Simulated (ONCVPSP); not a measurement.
**thallium, ONCV: configuration errors across variants**

ONCVPSP 4.0.1 input, shortened (lines: element, Z, core and valence counts, functional; n l f; lmax; l rc ep ncon nbas qcut; lloc lpopt rc5 dvloc0; l nproj debl; icmod fcfact rcfact), PBEsol, scalar-relativistic:

```
  Tl 81.00   10    5  -116133      upf
    1    0    2.00
    2    0    2.00
    2    1    6.00
    3    0    2.00
    3    1    6.00
    3    2   10.00
    4    0    2.00
    4    1    6.00
    4    2   10.00
    4    3   14.00
    5    0    2.00
    5    1    6.00
    5    2   10.00
    6    0    2.00
    6    1    1.00
    2
    0    1.55    0.00    3    7    8.00
    1    1.50    0.00    4    7    7.10
    2    1.45    0.00    5   10    5.80
    4    5    1.15    0.00
    0    2    3.30
    1    2    2.90
    2    1    0.50
    0    0.00    0.00
```

All-electron excitation energies from the reference (eV): (1) 5s2 5p6 5d10 6s2 6p0 5.148; (2) 5s2 5p6 5d10 6s1 6p0 25.992; (3) 5s2 5p6 5d10 6s0 6p3 15.293.

Errors AE − PS in meV (a dash: test not solved or not reliable):

| change | (1) | (2) | (3) | bound ghosts | GHOST(+) flags above zero |
| --- | --- | --- | --- | --- | --- |
| base | -2.3 | -12 | -7.4 | none | s |
| all radii scaled by about 0.79 (s 1.22, p 1.18, d 1.14 bohr); local potential polynomial inside 0.90 bohr (lpopt 5, dvloc0 0 Ha) | -2.2 | -11 | -4.6 | none | s, p |
| all radii scaled by about 0.84 (s 1.30, p 1.26, d 1.22 bohr); local potential polynomial inside 0.98 bohr (lpopt 5, dvloc0 0 Ha) | -2.3 | -10 | -4.5 | none | s |
| all radii scaled by about 0.91 (s 1.40, p 1.36, d 1.32 bohr); local potential polynomial inside 1.04 bohr (lpopt 5, dvloc0 0 Ha) | -2.3 | -11 | -5.7 | none | s |
| all radii scaled by about 1.04 (s 1.60, p 1.56, d 1.50 bohr); local potential polynomial inside 1.18 bohr (lpopt 5, dvloc0 0 Ha) | -2.3 | -12 | -7.9 | none | s |
| all radii scaled by about 1.11 (s 1.72, p 1.66, d 1.60 bohr); local potential polynomial inside 1.28 bohr (lpopt 5, dvloc0 0 Ha) | -2.4 | -13 | -9.3 | none | s |
| all radii scaled by about 1.17 (s 1.82, p 1.76, d 1.70 bohr); local potential polynomial inside 1.34 bohr (lpopt 5, dvloc0 0 Ha) | -2.4 | -13 | -10 | none | none |
| all radii scaled by about 1.26 (s 1.96, p 1.90, d 1.82 bohr); local potential polynomial inside 1.46 bohr (lpopt 5, dvloc0 0 Ha) | -2.5 | -13 | -11 | none | d |

Problem. Give the same row for: all radii scaled by about 1.31 (s 2.02, p 1.96, d 1.90 bohr); local potential polynomial inside 1.50 bohr (lpopt 5, dvloc0 0 Ha).

Solution. -2.4, -14, -12; bound ghosts: none; GHOST(+) flags above zero: none.
